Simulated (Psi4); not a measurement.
ClO (SMILES [O]Cl), doublet, geometry from GFN2-xTB; BLYP/cc-pVTZ (Psi4).

Input for Psi4:
```
memory 2 GB

molecule mol {
0 2
Cl   -0.000000   -0.000000   -0.492816
O     0.000000    0.000000    1.047235
}

set {
  basis cc-pvtz
  reference uks
  scf_type pk
  puream true
  d_convergence 1e-8
  dft_radial_points 99
  dft_spherical_points 590
}

energy('blyp')
print_variables()
```

The log (banner, timings and long lists left out):

```
   => Loading Basis Set <=

    Name: CC-PVTZ
    Role: ORBITAL
    Keyword: BASIS

         ---------------------------------------------------------
                                   SCF
               by Justin Turney, Rob Parrish, Andy Simmonett
                          and Daniel G. A. Smith
                              UKS Reference
         ---------------------------------------------------------

  ==> Geometry <==

    Molecular point group: c2v
    Full point group: C_inf_v

    Geometry (in Angstrom), charge = 0, multiplicity = 2:

       Center              X                  Y                   Z               Mass
    ------------   -----------------  -----------------  -----------------  -----------------
         CL           0.000000000000     0.000000000000    -0.483343079977    34.968852682000
         O            0.000000000000     0.000000000000     1.056707920023    15.994914619570

  Running in c2v symmetry.

  Rotational constants: A = ************  B =      0.64763  C =      0.64763 [cm^-1]
  Rotational constants: A = ************  B =  19415.34927  C =  19415.34927 [MHz]
  Nuclear repulsion =   46.730985305759354

  Charge       = 0
  Multiplicity = 2
  Electrons    = 25
  Nalpha       = 13
  Nbeta        = 12

  ==> Algorithm <==

  SCF Algorithm Type is PK.
  DIIS enabled.
  MOM disabled.
  Fractional occupation disabled.
  Guess Type is SAD.
  Energy threshold   = 1.00e-06
  Density threshold  = 1.00e-08
  Integral threshold = 1.00e-12

  ==> Primary Basis <==

  Basis Set: CC-PVTZ
    Blend: CC-PVTZ
    Number of shells: 22
    Number of basis functions: 64
    Number of Cartesian functions: 74
    Spherical Harmonics?: true
    Max angular momentum: 3

  ==> DFT Potential <==

   => LibXC <=

    Version 7.1.2
    S. Lehtola, C. Steigemann, M. J. T. Oliveira, and M. A. L. Marques,  SoftwareX 7, 1–5 (2018) (10.1016/j.softx.2017.11.002)

   => Composite Functional: BLYP <=

    BLYP GGA Exchange-Correlation Functional

    P.J. Stephens et. al., J. Phys. Chem., 98, 11623-11627, 1994
    B. Miehlich et. al., Chem. Phys. Lett., 157(3), 200-206 1989

    Deriv               =              1
    GGA                 =           TRUE
    Meta                =          FALSE

    Exchange Hybrid     =          FALSE
    MP2 Hybrid          =          FALSE

   => Exchange Functionals <=

    1.0000     XC_GGA_X_B88

   => Correlation Functionals <=

    1.0000     XC_GGA_C_LYP

   => LibXC Density Thresholds  <==

[...]
   @S^2 Expected:                7.500000000E-01
   @S^2 Observed:                7.523424423E-01
   @S   Expected:                5.000000000E-01
   @S   Observed:                5.000000000E-01

    Orbital Energies [Eh]
    ---------------------

    Alpha Occupied:

[...]
       3B2    -0.227324

    Alpha Virtual:

[...]
    Beta Occupied:

[...]
    Beta Virtual:

[...]
      28A1     8.144806

    Final Occupation by Irrep:
             A1    A2    B1    B2
    DOCC [     7,    0,    2,    3 ]
    SOCC [     0,    0,    1,    0 ]
    NA   [     7,    0,    3,    3 ]
    NB   [     7,    0,    2,    3 ]

  @UKS Final Energy:  -535.34949802824394

   => Energetics <=

    Nuclear Repulsion Energy =             46.7309853057593543
    One-Electron Energy =                -830.9527572493166190
    Two-Electron Energy =                 285.6218123700285787
    DFT Exchange-Correlation Energy =     -36.7495384547152426
    Empirical Dispersion Energy =           0.0000000000000000
    VV10 Nonlocal Energy =                  0.0000000000000000
    Total Energy =                       -535.3494980282439428

  UHF NO Occupations:
  HONO-2 :    7 A1 1.9997638
  HONO-1 :    2 B1 1.9993971
  HONO-0 :    3 B1 1.0000000
  LUNO+0 :    4 B1 0.0006029
  LUNO+1 :    8 A1 0.0002362
  LUNO+2 :    9 A1 0.0001768
  LUNO+3 :   10 A1 0.0000704

Computation Completed

Properties will be evaluated at   0.000000,   0.000000,   0.000000 [a0]

Properties computed using the SCF density matrix

 Multipole Moments:

 ------------------------------------------------------------------------------------
     Multipole            Electronic (a.u.)      Nuclear  (a.u.)        Total (a.u.)
 ------------------------------------------------------------------------------------

 L = 1.  Multiply by 2.5417464519 to convert [e a0] to [Debye]
 Dipole X            :          0.0000000            0.0000000            0.0000000
 Dipole Y            :          0.0000000            0.0000000            0.0000000
 Dipole Z            :         -1.0174200            0.4475457           -0.5698742
 Magnitude           :                                                    0.5698742

 ------------------------------------------------------------------------------------

  Variable Map:
  ----------------------------------------------------------------------------
[...]
  Array Variable Map:
  ----------------------------------------------------------------------------
[...]
[...]
```
